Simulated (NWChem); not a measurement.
System: CH3FO3Si; SMILES O=C[Si](O)(O)F

NWChem input:

```
start job
memory heap 200 mb stack 900 mb global 1100 mb
geometry units angstroms noautosym nocenter noautoz
  O      0.281222     2.139012     0.420955
  C     -0.519475     1.393040    -0.099994
  Si    -0.059453    -0.459323    -0.108355
  O     -1.260981    -1.333738     0.578845
  O      1.365957    -0.548466     0.694621
  F      0.142690    -0.955513    -1.633411
  H     -1.465360     1.805026    -0.539445
  H     -1.053364    -2.184436     0.977290
  H      1.689167     0.332712     0.931844
end
basis spherical
  * library def2-svp
end
dft
  xc pbe0
  iterations 150
end
cosmo
  do_cosmo_smd true
  solvent water
end
task dft energy
```

Geometry: optimised at PBE0/def2-SVP. Solvent: water.

Level: PBE0/def2-SVP with SMD (1 M gas to 1 M solution), gas-phase geometry. Reactions with the solvent are ignored.

**Question.** Give the results of this calculation. (PBE0/def2-SVP, SMD on the gas-phase geometry.) Quantities: solvation free energy (kcal/mol); cavity-dispersion-structure term (kcal/mol); dipole in solution (D).

**Answer.** 
```json
{
 "solvation free energy (kcal/mol)": "-7.9",
 "cavity-dispersion-structure term (kcal/mol)": "4.5",
 "dipole in solution (D)": "1.70"
}
```
